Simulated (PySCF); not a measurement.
C8H10Si, SMILES C=Cc1ccc([SiH3])cc1 at its GFN2-xTB optimised geometry (Å):

```
19

C     -1.0965    -3.3919    -0.0011
C     -1.5485    -2.1434    -0.0005
C     -0.7495    -0.9250     0.0000
C     -1.3999     0.3103     0.0003
C     -0.6861     1.4916     0.0002
C      0.7056     1.4958     0.0001
Si     1.7021     3.0955    -0.0064
C      1.3512     0.2605     0.0000
C      0.6468    -0.9250     0.0000
H     -1.7709    -4.2311     0.0002
H     -0.0475    -3.6334    -0.0002
H     -2.6193    -1.9758     0.0002
H     -2.4813     0.3379     0.0004
H     -1.2192     2.4324     0.0006
H      0.7833     4.2311     0.0858
H      2.6193     3.0963     1.1369
H      2.4770     3.1772    -1.2482
H      2.4325     0.2324     0.0004
H      1.1855    -1.8605     0.0001
```

Method: PBE0/def2-SVP (PySCF).

Map of the HOMO amplitude (bohr^(-3/2)) on the plane z = 1.2 Å; orbital energy -6.65 eV, overall sign arbitrary:

```
|===========================|
|===========================|
|===========================|
|===========================|
|===========================|
|================-----======|
|================-:.:-======|
|============++++=: .-======|
|===========++***+=:--======|
|==========++*#%#*+=========|
|===========+*%@%#+=========|
|========---=+*%%#++========|
|========-:.:-+***++========|
|========-:. .-=+++=========|
|========-:.  ..-===========|
|=========-:   .:-==========|
|========++=-::::-==========|
|=======+*##*=----==========|
|=======+*#@%*+=============|
|=======+*#@@%*+============|
|=======+*#@@%*+============|
|========+*#%#*+============|
|========++**++=============|
|=========++++==============|
|===========================|
|===========================|
|===========================|
```
Scale: ten equal steps from -0.049 (start of ' ') to 0.059 (end of '@'), in the order ' .:-=+*#%@'; x runs from -6.50 to 6.50, y from -6.50 (bottom) to 6.50 (top).
